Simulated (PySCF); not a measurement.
# Relaxation of singlet IO₃F

Computed with PBE0 in PySCF with I def2-SVP with ECP28, O def2-SVP, F def2-SVP; scalar-relativistic core potentials, no spin–orbit coupling; density-fitted integrals. A (50,194) grid was used.

A hand-made see-saw (ligand arrangement 1) start, of Cs symmetry, held to at least that symmetry:

Coordinates in bohr (charge 0 multiplicity 1):
```
I     0.0000   -0.0745   -0.4141
O     0.0000   -3.5760   -0.1078
O     2.7698   -0.0745    1.7498
O    -2.7698   -0.0745    1.7498
F     0.0000    3.6341   -0.0896
```

Optimiser trace:
| step | E − E(last) (kJ/mol) | largest gradient (Eh/bohr) |
| --- | --- | --- |
| 0 | 57.08 | 0.05270 |
| 1 | 28.19 | 0.02002 |
| 2 | 8.16 | 0.02296 |
| 3 | 4.20 | 0.01483 |
| 4 | 1.19 | 0.00649 |
| 5 | 0.15 | 0.00293 |
| 6 | 0.01 | 0.00049 |
| 7 | 0.00 | 0.00028 |
| 8 | 0.00 | 0.00004 |

It ends at Cs with I–F 1.939 Å, I–O 1.857 Å (×2), I–O 1.927 Å; F–I–O 93.9° (×2), F–I–O 148.7°, O–I–O 71.3° (×2), O–I–O 118.8° (after a last refinement on a finer grid). A frequency run shows 1 imaginary mode, down to 563i cm⁻¹, so it is a saddle point. Other isomers or separated fragments may lie lower.

Final geometry:
Z-matrix (Å, degrees; charge 0 multiplicity 1):
```
I
O  1 1.9273
O  1 1.8574 2 71.32
O  1 1.8574 2 71.32 3 -130.66
F  1 1.9395 2 148.73 3 -65.33
```

The relaxation took of the order of 100 core-seconds on a shared host.
